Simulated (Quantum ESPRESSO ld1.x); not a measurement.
Values are calculated unless marked as measured or tabulated.
Fe+, configuration [Ar] 3d5.75 4s1 4p0.25 (fractional occupations, a model configuration).

Level of theory: scalar-relativistic Kohn-Sham, LDA (Slater exchange, Perdew-Zunger correlation), spin-polarised, spherical densities, point nucleus; open shells are filled with parallel spins first (ld1.x of Quantum ESPRESSO 7.5).

Energy parts (eV):
| part | energy |
|---|---|
| total | -34557.15 |
| kinetic | 34955.70 |
| electron-nucleus | -82456.73 |
| Hartree | 14390.68 |
| exchange-correlation | -1446.80 |

Orbitals (lengths in bohr, moments of r in powers of bohr):
orbital	occ.	eigenvalue (eV)	<1/r>	<r>
1s up	1	-6993.10	25.93	0.05856
1s down	1	-6993.02	25.93	0.05855
2s up	1	-828.689	5.542	0.2677
2s down	1	-826.533	5.550	0.2673
2p up	3	-708.557	5.445	0.2360
2p down	3	-706.879	5.453	0.2356
3s up	1	-105.430	1.751	0.8104
3s down	1	-100.991	1.744	0.8132
3p up	3	-71.7798	1.613	0.8551
3p down	3	-67.4295	1.603	0.8598
3d up	5	-19.2412	1.248	1.074
3d down	0.75	-15.1343	1.218	1.116
4s up	1	-13.9695	0.5014	2.602
4s down	0	-11.6465	0.4759	2.742
4p up	0.25	-8.5489	0.4008	3.214
4p down	0	-6.7877	0.3627	3.543

The highest occupied level is 4p up at -8.549 eV. The configuration is held as typed, so some empty levels lie below it. Summed over all electrons, <r^2> = 26.79 bohr^2, which gives a Langevin (diamagnetic) susceptibility term of -21.2 x 10^-6 cm^3/mol. The density falls to 0.001 e/bohr^3 at r = 3.96 bohr. Spin moment in Bohr magnetons: 5.5.
